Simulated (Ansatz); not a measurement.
C$_{2}$H$_{7}$GeN, SMILES `C=C[NH][GeH3]`. The species carries charge 0 and has multiplicity 1. The geometry is a stationary point of PBE0-D4/def2-TZVP. It is one conformer, not always the lowest.

```xyz
11

C     0.100    1.010   -1.929
C    -0.092    0.107   -0.966
N     0.515    0.074    0.271
Ge   -0.181   -0.832    1.714
H     0.763    1.859   -1.797
H    -0.399    0.904   -2.881
H    -0.769   -0.726   -1.145
H     1.124    0.856    0.458
H    -1.399   -0.111    2.328
H     0.946   -0.929    2.750
H    -0.609   -2.212    1.195
```

Problem. What is the dipole moment at B3LYP/def2-TZVPP? (Best estimate.)

Solution. Ansatz gave: 1.33 D, with components (0.10, -0.13, 1.32) D in this frame, pointing from negative to positive charge.

Problem. And with PBE, r2SCAN, ωB97M-V? (Estimate.)

Solution. Ansatz gave: PBE 1.33 D, r2SCAN 1.36 D, ωB97M-V 1.34 D.

Problem. Give the Mulliken charges with B3LYP, r2SCAN, ωB97M-V in def2-TZVPP. (Best estimate.)

Solution. Computed: 
| atom | B3LYP | r2SCAN | ωB97M-V |
| --- | --- | --- | --- |
| C1 | -0.30 | -0.29 | -0.29 |
| C2 | 0.03 | 0.09 | 0.06 |
| N3 | -0.28 | -0.33 | -0.30 |
| Ge4 | 0.21 | 0.24 | 0.16 |
| H5 | 0.06 | 0.05 | 0.06 |
| H6 | 0.09 | 0.08 | 0.09 |
| H7 | 0.09 | 0.07 | 0.09 |
| H8 | 0.13 | 0.14 | 0.10 |
| H9 | -0.02 | -0.03 | 0.00 |
| H10 | 0.00 | -0.01 | 0.02 |
| H11 | 0.00 | -0.01 | 0.02 |

B3LYP here is the variant with VWN-RPA as its local correlation; programs differ in this.
